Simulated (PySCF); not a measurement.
The dipole of `C/N=C\[C@@H](C)N[SiH2]S` from its density and from atomic charges.

Coordinates (GFN2-xTB, Å) and charges (e) from the PBE0/pcSseg-1 density (PySCF):

```json
{"atom": "C1", "x": "1.876", "y": "1.737", "z": "-0.392", "Mulliken": "-0.1102", "IAO": "-0.3099", "Hirshfeld": "-0.0779", "ESP-fitted": "+0.0568"}
{"atom": "N2", "x": "2.398", "y": "0.416", "z": "-0.556", "Mulliken": "-0.4137", "IAO": "-0.2530", "Hirshfeld": "-0.1513", "ESP-fitted": "-0.5489"}
{"atom": "C3", "x": "1.675", "y": "-0.601", "z": "-0.676", "Mulliken": "+0.1296", "IAO": "+0.0027", "Hirshfeld": "+0.0311", "ESP-fitted": "+0.2676"}
{"atom": "C4", "x": "0.162", "y": "-0.700", "z": "-0.654", "Mulliken": "-0.1984", "IAO": "-0.0323", "Hirshfeld": "+0.0185", "ESP-fitted": "+0.0894"}
{"atom": "C5", "x": "-0.304", "y": "-2.082", "z": "-1.103", "Mulliken": "-0.1848", "IAO": "-0.4284", "Hirshfeld": "-0.1236", "ESP-fitted": "-0.6707"}
{"atom": "N6", "x": "-0.296", "y": "-0.374", "z": "0.688", "Mulliken": "-0.6365", "IAO": "-0.6770", "Hirshfeld": "-0.2335", "ESP-fitted": "-0.4771"}
{"atom": "Si7", "x": "-1.781", "y": "0.361", "z": "1.096", "Mulliken": "+0.7033", "IAO": "+0.8397", "Hirshfeld": "+0.3527", "ESP-fitted": "+0.3320"}
{"atom": "S8", "x": "-2.107", "y": "1.792", "z": "-0.482", "Mulliken": "-0.4407", "IAO": "-0.3464", "Hirshfeld": "-0.1368", "ESP-fitted": "-0.4895"}
{"atom": "H9", "x": "0.831", "y": "1.864", "z": "-0.687", "Mulliken": "+0.1223", "IAO": "+0.1191", "Hirshfeld": "+0.0206", "ESP-fitted": "+0.0101"}
{"atom": "H10", "x": "2.510", "y": "2.412", "z": "-0.968", "Mulliken": "+0.1225", "IAO": "+0.1564", "Hirshfeld": "+0.0462", "ESP-fitted": "+0.0804"}
{"atom": "H11", "x": "1.974", "y": "2.006", "z": "0.661", "Mulliken": "+0.1215", "IAO": "+0.1613", "Hirshfeld": "+0.0507", "ESP-fitted": "+0.0674"}
{"atom": "H12", "x": "2.203", "y": "-1.545", "z": "-0.775", "Mulliken": "+0.0932", "IAO": "+0.1315", "Hirshfeld": "+0.0374", "ESP-fitted": "+0.0337"}
{"atom": "H13", "x": "-0.257", "y": "0.055", "z": "-1.329", "Mulliken": "+0.1611", "IAO": "+0.1433", "Hirshfeld": "+0.0338", "ESP-fitted": "+0.2291"}
{"atom": "H14", "x": "0.073", "y": "-2.848", "z": "-0.426", "Mulliken": "+0.1026", "IAO": "+0.1360", "Hirshfeld": "+0.0390", "ESP-fitted": "+0.1836"}
{"atom": "H15", "x": "-1.391", "y": "-2.127", "z": "-1.108", "Mulliken": "+0.1267", "IAO": "+0.1472", "Hirshfeld": "+0.0428", "ESP-fitted": "+0.1906"}
{"atom": "H16", "x": "0.059", "y": "-2.291", "z": "-2.106", "Mulliken": "+0.1187", "IAO": "+0.1446", "Hirshfeld": "+0.0453", "ESP-fitted": "+0.1717"}
{"atom": "H17", "x": "0.141", "y": "-0.961", "z": "1.382", "Mulliken": "+0.2001", "IAO": "+0.2583", "Hirshfeld": "+0.1169", "ESP-fitted": "+0.3250"}
{"atom": "H18", "x": "-1.583", "y": "1.068", "z": "2.353", "Mulliken": "-0.0853", "IAO": "-0.1363", "Hirshfeld": "-0.0803", "ESP-fitted": "-0.0573"}
{"atom": "H19", "x": "-2.976", "y": "-0.487", "z": "1.108", "Mulliken": "-0.0922", "IAO": "-0.1641", "Hirshfeld": "-0.0912", "ESP-fitted": "-0.0659"}
{"atom": "H20", "x": "-3.209", "y": "2.315", "z": "0.030", "Mulliken": "+0.1604", "IAO": "+0.1073", "Hirshfeld": "+0.0592", "ESP-fitted": "+0.2719"}
```

**Question.** What dipole does each set of charges give (1 e·Å = 4.803 D), and what does the density give?

**Answer.** The full density gives (-1.88, -1.24, 1.33) D, 2.61 D in size; dipole vectors point from the negative to the positive end.

```tsv
scheme	μx	μy	μz	size (D)	share of the full size (%)	angle to the full dipole (°)
Mulliken	-2.49	-1.36	0.96	3.00	115	13
IAO	-1.69	-0.79	1.39	2.32	89	9
Hirshfeld	-1.00	-0.62	0.60	1.32	51	4
ESP-fitted	-1.85	-1.25	1.36	2.61	100	1
```

**Question.** Which set comes closest?

**Answer.** Length of the difference vector: ESP-fitted 0.04 D, IAO 0.50 D, Mulliken 0.73 D, Hirshfeld 1.30 D. Closest: ESP-fitted. ESP charges are fitted to the potential around the molecule, whose slowest-falling term is the dipole's. 

**Question.** What is left for the Hirshfeld atoms' own dipoles?

**Answer.** The shares of the density sum to the whole, so what Σ q r misses lies in dipoles about the nuclei. The atomic dipoles sum to (-1.88, -1.24, 1.33) − (-1.00, -0.62, 0.60) = (-0.88, -0.62, 0.73) D, 1.30 D in size.

**Question.** With the origin at the mean of the coordinates, (0.000, 0.001, -0.197) Å, which are the largest single terms, by size, of the Hirshfeld dipole along the direction of the full one?

**Answer.** Si7 +2.99, N2 +1.53, H19 -1.33, N6 -0.94, C1 +0.85 D; all 20 atoms together +1.32 D. The single terms depend on the origin, their sum doesn't.

**Question.** Give the size of the full dipole in other units.

**Answer.** 2.61 D = 1.029 au = 0.544 e·Å = 8.72 × 10⁻³⁰ C·m.

Geometry: GFN2-xTB, one conformer, isolated molecule.

These values come from a run that also computed NMR shieldings. The run took 94 s wall (with the writing of density and orbital grids) on one thread of an Arm Neoverse N1 (shared host), and the process peaked at 0.95 GiB of memory.

Conformer computed: `[CH3:1]/[N:2]=[CH:3]\[C@@H:4]([CH3:5])[NH:6][SiH2:7][SH:8]`: N2–C3–C4–C5 169°, C3–C4–N6–Si7 149°, C4–N6–Si7–S8 -37°, H–S8–Si7–N6 -176°.
